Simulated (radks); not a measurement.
These are the eigenvalues of the occupied orbitals of an atom or ion with whole-number occupations (hartree). Calculated with a radial shooting solver on a logarithmic mesh with Libxc functionals: non-relativistic Kohn-Sham, LB94 model potential, spin-polarised, spherical densities, point nucleus.

| orbital | eigenvalue |
|---|---|
| 1s up | -49.17334 |

Which element is it, and in what charge state? The configuration may be excited. Open shells, if any, are filled with parallel spins first.

Answer. Z = 10, neon, charge +9: Ne9+ in 1s1. The 1s level, -49.173 hartree, gives Z - s = 9.9 by -(Z - s)^2/2, which with screening narrows Z to a few neighbours, and with so few levels the electron count can be read from the list.
